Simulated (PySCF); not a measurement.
Harmonic spectrum computed at PBE0 in the def2-TZVP basis family (core potentials from Rb on, PySCF, no spin–orbit coupling):

| symmetry | ω (cm⁻¹) | IR (km/mol) |
| --- | --- | --- |
| a1 | 81 | 0.6 |
| b2 | 261 | 33.3 |
| a1 | 266 | 7.9 |

Task: Which molecule gave it? In each, all ligands are bound to the one heavy central atom.
A. SnBr₂⁺ (doublet)
B. InBr₂⁺ (singlet)
C. BiBr₂⁺ (singlet)
D. GeBr₂⁺ (doublet)
E. TlBr₂⁺ (singlet)

Result: C. It has C2v symmetry with Bi–Br 2.493 Å (×2).
